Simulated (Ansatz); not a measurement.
All values below come from frozen-core CCSD(T)/def2-TZVPP // TPSSh-D3(BJ)/def2-TZVP (Ansatz, a quantum-chemistry and plane-wave program).

Ansatz 0.2 input:
```yaml
crystal:
  periodic: [false, false, false]
  atoms:
    - { symbol: C, position_ang: [1.956272, 0.194682, -0.036631] }
    - { symbol: O, position_ang: [0.735555, 0.869398, -0.301879] }
    - { symbol: C, position_ang: [-0.3183, -0.022302, -0.524399] }
    - { symbol: C, position_ang: [-1.029607, -0.614411, 0.660805] }
    - { symbol: C, position_ang: [-1.678965, 0.467774, -0.175678] }
    - { symbol: H, position_ang: [2.711251, 0.962338, 0.130531] }
    - { symbol: H, position_ang: [1.871485, -0.43943, 0.854291] }
    - { symbol: H, position_ang: [2.255872, -0.429848, -0.888332] }
    - { symbol: H, position_ang: [-0.197345, -0.642776, -1.4115] }
    - { symbol: H, position_ang: [-1.407937, -1.626862, 0.592396] }
    - { symbol: H, position_ang: [-0.669739, -0.322319, 1.639427] }
    - { symbol: H, position_ang: [-1.733811, 1.457118, 0.259733] }
    - { symbol: H, position_ang: [-2.504418, 0.203389, -0.824248] }
basis:
  gaussian: { orbitals: def2-TZVPP }
correlation:
  method: ccsd_t
```

Output:

```
Functional definition: HF
1578 factors; integrals over basis functions are off by at most 1.0e-3 eV
mean field evaluation 1: about -6282.8442 eV, gradient 3.6e1 eV
mean field evaluation 2: about -6283.1333 eV, gradient 3.7e1 eV
mean field evaluation 4: about -6286.5306 eV, gradient 4.6e0 eV
mean field evaluation 8: about -6286.5850 eV, gradient 2.6e-1 eV
mean field evaluation 16: about -6282.8433 eV, gradient 3.6e1 eV
mean field -6286.58527556 eV, -231.0277476762 hartree, gradient 1.1e-6 eV, S^2 0.000000; 0 other end points of the search recorded, 0 dependent functions left out
5 core orbitals not correlated
reference -6286.58527556 eV, -231.0277476762 hartree; 15, 15 occupied and 247, 247 virtual orbitals, 1578 factors
second order -24.98688444 eV of doubles, -0.00000000 eV of singles
cycle   1  -25.37310824 eV  change   -3.9e-1 eV  update   9.8e-2
cycle   2  -25.95958247 eV  change   -5.9e-1 eV  update   2.8e-2
cycle   3  -26.07564651 eV  change   -1.2e-1 eV  update   1.3e-2
cycle   4  -26.06953106 eV  change    6.1e-3 eV  update   2.7e-3
cycle   5  -26.07001116 eV  change   -4.8e-4 eV  update   1.2e-3
cycle   6  -26.07065327 eV  change   -6.4e-4 eV  update   3.3e-4
cycle   7  -26.07053244 eV  change    1.2e-4 eV  update   1.4e-4
cycle   8  -26.07047886 eV  change    5.4e-5 eV  update   4.4e-5
cycle   9  -26.07048254 eV  change   -3.7e-6 eV  update   1.7e-5
perturbative correction -1.05116968 eV, -0.0386297733 hartree
Total energy: -6313.70692777 eV, -232.0244500115 hartree
```

Cost: about 24 core-minutes (a rough figure).
